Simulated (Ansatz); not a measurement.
Reaction (redistribution): `[Cl][AlH][GeH3]` + `BNCC=C` → `C=C[CH2][AlH][Cl]` + `B[NH][GeH3]`

Isolated molecules relaxed with PBE0-D4/def2-TZVP in Ansatz; ΔE leaves out vibrations. CBS: MP2 limit from def2 TZ/QZ plus the TZ coupled-cluster correction, frozen cores. Functionals use def2-TZVPP. B3LYP here is the variant with VWN-RPA as its local correlation; programs differ in this. HSE06 is defined as in plane-wave codes. For Ge outer-core shells are correlated without core-valence functions, which leaves a few kJ/mol of doubt a bond. Scalar relativity is left out up to krypton. One conformer a species, not always the lowest.

| level | ΔE (kJ/mol) | difference from CCSD(T)/CBS |
| --- | --- | --- |
| LDA (SPW92) | -37.1 | 2.4 |
| revPBE-D4 | -35.2 | 4.3 |
| PBE0-D4 | -36.9 | 2.6 |
| r2SCANh-D4 | -47.8 | -8.3 |
| ωB97X-V | -39.8 | -0.3 |
| PBE-QIDH | -45.7 | -6.2 |
| PBE | -29.9 | 9.6 |
| revPBE | -26.4 | 13.1 |
| B3LYP | -25.8 | 13.7 |
| r2SCANh | -47.0 | -7.5 |
| HSE06 | -33.8 | 5.7 |
| CCSD/def2-SVP | -18.8 | 20.7 |
| CCSD(T)/def2-SVP | -21.1 | 18.4 |
| CCSD/def2-TZVPP | -37.0 | 2.5 |
| MP2/CBS(def2) | -54.3 | -14.8 |
| CCSD/CBS(def2) | -35.5 | 4.0 |
| CCSD(T)/CBS | -39.5 | 0 |

Largest T1 diagnostic among the species: 0.013.

In def2-TZVPP, CCSD(T) changes the Hartree–Fock value by −15.3 kJ/mol (the triples alone add −4.0 kJ/mol) and MP2 by −30.2 kJ/mol. The D4 term adds −6.8 kJ/mol with B3LYP and −3.3 kJ/mol with PBE0; it sums over pairs of atoms, weighted by their polarisabilities, and B3LYP, whose exchange is more repulsive, gets the larger term.
